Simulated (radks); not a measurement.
Question: These are the eigenvalues of the occupied orbitals of an atom or ion with whole-number occupations (eV). All-electron calculation, Dirac Kohn-Sham, BLYP, spin-unpolarised, spherical densities, finite nucleus; Fermi nuclear charge, rms radius of each element as measured or else 0.836 A^(1/3) + 0.57 fm. Program: a radial shooting solver on a logarithmic mesh with Libxc functionals.

1s1/2: -11232.55
2s1/2: -1641.953
2p1/2: -1491.312
2p3/2: -1459.325
3s1/2: -407.6042
3p1/2: -356.9511
3p3/2: -351.7388
3d3/2: -266.4970
3d5/2: -265.6049

Which element is it, and in what charge state? The configuration may be excited.

Answer: Z = 32, germanium, charge +10: Ge10+ in [Ne] 3s2 3p(1/2: 1, 3/2: 4) 3d(3/2: 4, 5/2: 1). The list shows which subshells hold electrons but not how many an open one holds; the 1s level, -412.79 hartree, gives Z - s = 28.7 by -(Z - s)^2/2, which with screening and relativity narrows Z to a few neighbours, and the depths of the outer levels then fix element, charge and occupations together.
